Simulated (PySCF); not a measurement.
From one molecule to another.

First species: C5H9FO.
SMILES: `C[C@@]1(F)CCOC1`

Second species: C4H13FN2Si2.
Structure used (GFN2-xTB), in Å, numbered top down from 1:
```
atom  x, y, z in Å
F1    -1.7058   -2.0970    0.1133
C2    -2.1903   -0.8594   -0.2648
C3    -2.4566    0.0049    0.9733
C4    -1.5538    1.2312    0.7602
N5    -0.4711    0.7666   -0.0734
Si6    1.0330    0.2996    0.6324
N7     2.0713    0.0639   -0.7276
Si8    3.7040   -0.5021   -0.6914
C9    -1.1116   -0.0903   -1.0439
H10   -3.0834   -1.0669   -0.8627
H11   -3.5064    0.2708    1.0766
H12   -2.1426   -0.5498    1.8569
H13   -2.1094    2.0106    0.2219
H14   -1.1799    1.6473    1.6920
H15    1.3870    1.4456    1.4785
H16    1.0791   -0.9459    1.4022
H17    1.8244    0.6097   -1.5378
H18    4.6040    0.4705   -0.0597
H19    3.7143   -1.7463    0.0718
H20    4.0796   -0.7026   -2.0923
H21   -1.5964    0.5241   -1.8138
H22   -0.3996   -0.7653   -1.5137
```

Levels: PBE0/pcSseg-1 for HOMO energy, LUMO energy and HOMO–LUMO gap. Geometries: GFN2-xTB. All species are isolated and taken at one optimised geometry, non-relativistic unless stated; the electronic structure was computed with PySCF and density fitting.

Values for the first species:

| Property | Result |
| --- | --- |
| HOMO energy | -7.51 eV |
| LUMO energy | 1.45 eV |
| HOMO–LUMO gap | 8.96 eV |

Q: Estimate the same properties for the second species, and the change in each.

A: 
```tsv
property	first	second	second less first
HOMO energy	-7.51 eV	-6.70 eV	+0.81 eV
LUMO energy	1.45 eV	0.35 eV	-1.10 eV
HOMO–LUMO gap	8.96 eV	7.05 eV	-1.91 eV
```

One conformer stands for the species.
